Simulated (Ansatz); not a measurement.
A structure relaxed at r2SCAN-D4/def2-SVP in Ansatz, charge 0, singlet:

| atom | x (Å) | y (Å) | z (Å) |
| --- | --- | --- | --- |
| P1 | 1.471 | -0.313 | 0.862 |
| P2 | 0.636 | 0.278 | -1.023 |
| P3 | -0.558 | 0.358 | 1.043 |
| As4 | -1.548 | -0.323 | -0.882 |

Q: Give its formula and point group.

A: the cluster AsP3. Point group Cs (tolerance 0.1 Å).

Q: Summarise the bond lengths by kind (pairs closer than 1.2 times the sum of covalent radii, bridged metal pairs left out).

A: 3 × P–P 2.14 to 2.39 Å; 2 × As–P 2.27 Å.

The restricted singlet is unstable towards broken spin symmetry at other levels; at r2SCAN-D4/def2-SVP this wasn't settled. Another isomer (singlet) lies 2.30 eV lower at PBE0-D4/def2-TZVP; other spin states weren't run for this one.
